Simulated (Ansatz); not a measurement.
Compare A (`CCOCOCC`) with its isomer B (`OCCCCCO`).

Isolated molecules relaxed with PBE0-D4/def2-TZVP in Ansatz; ΔE leaves out vibrations. CCSD(T)/CBS is the MP2 limit (def2-TZVPP, def2-QZVPP) plus CCSD(T) − MP2 in def2-TZVPP, frozen cores. Functionals use def2-TZVPP. B3LYP here is the variant with VWN-RPA as its local correlation; programs differ in this. One conformer a species, not always the lowest.

Q: Which isomer does CCSD(T)/CBS put lower? Give the gap. (Estimate.)

A: Computed: B, by 8.8 kcal/mol.

Q: Give E(B) − E(A) in kcal/mol with CCSD/def2-TZVPP, MP2/def2-TZVPP, ωB97M-V, PBE-D4, B3LYP-D4, HF/def2-TZVPP, r2SCAN-D4. (Best estimate.)

A: Computed: CCSD/def2-TZVPP -7.8, MP2/def2-TZVPP -9.1, ωB97M-V -7.0, PBE-D4 -6.3, B3LYP-D4 -4.9, HF/def2-TZVPP -4.9, r2SCAN-D4 -5.6. None reverses the order clearly.

Largest T1 diagnostic: 0.011.

From PBE to PBE0 (25 % exact exchange), in def2-TZVPP and without D4, E(B) − E(A) moves by −1.2 kcal/mol. In def2-TZVPP, CCSD(T) changes the Hartree–Fock value by −2.5 kcal/mol (the triples alone add +0.3 kcal/mol) and MP2 by −4.2 kcal/mol.
